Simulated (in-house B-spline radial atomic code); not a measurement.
Checks on a self-consistent run for Ne⁵⁺, [He] 2s2 6d1. Level of theory: Dirac-Hartree-Fock, average of configuration, Fermi nucleus of rms radius 3.0055 fm; calculated with an all-electron radial atomic-structure program (B-spline basis).

| orbital | q | ε (Eh) | <1/r> | <r²> | small-component weight |
| --- | --- | --- | --- | --- | --- |
| 1s1/2 | 2 | -40.41853 | 9.69785 | 0.0326088 | 0.0012474 |
| 2s1/2 | 2 | -7.33517 | 2.04485 | 0.591515 | 0.00022009 |
| 6d3/2 | 0.4 | -0.50918 | 0.171574 | 78.4103 | 1.412e-05 |
| 6d5/2 | 0.6 | -0.50914 | 0.171547 | 78.4227 | 1.4118e-05 |

Electron-electron repulsion V_ee = 14.7485 hartree.

(1) What total energy follows from the eigenvalues?

(2) Does the Dirac virial theorem hold?

(3) What diamagnetic shielding (Lamb formula) and susceptibility (Langevin formula) do the radii give?

## Answers

(1) The eigenvalues count the repulsion twice, so E = Σqε - V_ee = -96.017 - 14.749 = -110.765 hartree; the run printed -110.765.

(2) For a point nucleus E = -2c²Σq·w, with w the small-component weight. Here Σq·w = 0.0029492 and c = 137.0360, so the ratio E/(-2c²Σq·w) is 1.000001.

(3) σ = (α²/3)Σq<1/r> = 23.657/(3·137.036²) = 419.92 ppm, and χ = -0.79199×10⁻⁶·Σq<r²> = -63.09×10⁻⁶ cm³/mol with Σq<r²> = 79.666 bohr². Both are non-relativistic formulas without the paramagnetism of open shells.
